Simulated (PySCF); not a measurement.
A mixed set of molecules. Method: TDDFT CAM-B3LYP/def2-SVPD, vertical, gas phase, core orbitals frozen in the response in PySCF. Geometries: PBE0-D3(BJ)/def2-SVP; one conformer of each isolated species. Triplets are in the Tamm–Dancoff approximation. Relativistic effects are left out although some hold elements past zinc.

Question: Rank by computed lowest singlet excitation energy, highest first.
A. `CCCC[C@@H](C=O)CC`
B. `[N](C/C=N/C)(C)[GeH3]`
C. `C1=CC=C([SiH]2N[SiH2]N2)N=C1`
D. `[O]=[Mn](=[O])(=[O])[F]`
E. `CC[O][GeH2][O]C`
F. `CS[Si@H](P)S[SiH3]`

Answer: E (7.20 eV), F (5.61 eV), B (5.06 eV), C (4.49 eV), A (4.25 eV), D (2.38 eV).

```csv
SMILES,S1 (eV),HOMO (eV),α (au),LUMO (eV),first f ≥ 0.01 (nm),T1 (eV),S1 mainly
CC[O][GeH2][O]C,7.20,-9.33,75.4,1.11,161,6.81,H→L+1 (71%)
CS[Si@H](P)S[SiH3],5.61,-8.43,138.1,0.55,186,5.25,H→L (60%)
C/N=C/C[N](C)[GeH3],5.06,-7.45,97.0,1.00,203,–,H→L (61%)
c1ccc([SiH]2N[SiH2]N2)nc1,4.49,-8.37,124.5,-0.23,232,3.85,H→L (63%)
CCCC[C@@H](C=O)CC,4.25,-8.78,101.0,0.46,168,3.66,H→L (95%)
[O]=[Mn](=[O])(=[O])[F],2.38,-11.99,41.0,-4.75,–,1.93,H→L/L+1 (≥80%)
```

H and L stand for HOMO and LUMO; a dash means that no computed state gives the value. A slash joins orbitals within 0.01 eV of each other, whose weights are summed (≥ marks a lower bound).

- `CC[O][GeH2][O]C`: Löwdin shares by element: HOMO oxygen 61%, carbon 8% or more, germanium 7% (atoms not listed hold the other 24%); LUMO germanium 33%, hydrogen 21% or more, carbon 10% or more (atoms not listed hold the other 35%).
- `CS[Si@H](P)S[SiH3]`: Löwdin shares by element: HOMO sulfur 73%, carbon 10%, silicon 8% or more; LUMO sulfur 39%, silicon 24% (atoms not listed hold the other 37%).
- `C/N=C/C[N](C)[GeH3]`: Löwdin shares by element: HOMO nitrogen 53% or more, carbon 16% or more, germanium 7% (atoms not listed hold the other 24%); LUMO carbon 42% or more, nitrogen 32% or more, hydrogen 7% or more (atoms not listed hold the other 19%).
- `c1ccc([SiH]2N[SiH2]N2)nc1`: Löwdin shares by element: HOMO (one of a set within 0.03 eV) nitrogen 35% or more, carbon 12% or more, silicon 11% or more (atoms not listed hold the other 42%); LUMO carbon 45% or more, nitrogen 16% or more (atoms not listed hold the other 39%).
- `CCCC[C@@H](C=O)CC`: S1 has the pattern of n→π* at C=O.
- `[O]=[Mn](=[O])(=[O])[F]`: for S1 the Löwdin share of manganese is at most 1% in HOMO and 51% in LUMO (ligand-to-metal charge transfer by this measure).
